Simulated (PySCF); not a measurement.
Compound: C7H15NOSi.
SMILES with atom numbers: `[CH3:1]/[CH:2]=[CH:3]/[O:4][SiH2:5][N:6]1[CH2:7][CH2:8][CH2:9][CH2:10]1` (hydrogens: H11, H12, H13 on C1; H14 on C2; H15 on C3; H16, H17 on Si5; H18, H19 on C7; H20, H21 on C8; H22, H23 on C9; H24, H25 on C10)

Method used: PBE0-D3(BJ)/def2-SVP geometry optimisation, gas phase in PySCF.

Q: Give the optimised bond lengths and angles.

A: 
```
                   bond  length (Å)
                  C1–C2       1.493
                  C2=C3       1.339
                  C3–O4       1.346
                 O4–Si5       1.688
                 Si5–N6       1.709
          N6–C7, N6–C10       1.450
          C7–C8, C9–C10       1.537
                  C8–C9       1.544
 C1–H11, C1–H12, C1–H13       1.102
                 C2–H14       1.097
                 C3–H15       1.097
       Si5–H16, Si5–H17       1.491
C7–H18 and 3 like bonds       1.105
C8–H20 and 3 like bonds       1.100
```

Bonds in one row agree within 0.01 Å and their mean is given. A selection of angles:
```
    angle  degrees
 C1–C2–C3    123.6
 C2–C3–O4    127.0
C3–O4–Si5    127.8
O4–Si5–N6    110.7
Si5–N6–C7    125.9
C7–N6–C10    106.7
 N6–C7–C8    104.0
 C7–C8–C9    104.8
```

Dihedral angles: C1–C2–C3–O4 180° (antiperiplanar); C2–C3–O4–Si5 3° (synperiplanar); C3–O4–Si5–N6 179° (antiperiplanar); O4–Si5–N6–C7 84° (synclinal); Si5–N6–C7–C8 153° (antiperiplanar); N6–C7–C8–C9 23° (synperiplanar); C7–C8–C9–C10 1° (synperiplanar); C8–C9–C10–N6 -23° (synperiplanar); Si5–N6–C10–C9 -153° (antiperiplanar). The mirror-image conformer, all signs reversed, is as good.

O4 (silyl ether oxygen) is bent (angle 127.8°). Of the pairs four or more bonds apart, Si5···H14 is among the closest relative to their van der Waals radii: 2.84 Å, 86 % of the sum of Bondi's values. N6 (silicon-bound nitrogen) is almost planar (angles 126.0°, 125.9° and 106.7°, sum 358.7°, 0.10 Å off the plane of its three neighbours). The 5 C–C bonds span 1.339 Å (C2=C3, drawn double) to 1.544 Å (C8–C9, drawn single), a spread of 0.205 Å. The 5-membered ring N6–C7–C8–C9–C10 has internal angles of 103.9° to 106.7° (sum 524°, against 540° for a flat polygon); it is puckered, 0.17 Å rms from its mean plane, widest ring torsion 39°. Si5 (oxygen-bound silicon) is tetrahedral (angles from 107.8° to 112.6°).

Point group: near Cs, missed by 0.12 Å at most; the miss may be what the optimiser left on a soft mode. Stationary, but not proved a minimum. The numbers are those of one conformer.

Hardware: Arm Neoverse N1, one thread, no GPU, shared host with 64 logical CPUs at a one-minute load of 45. Cost: 19 min, 1.1 GiB resident at most. These figures are those of the optimisation.
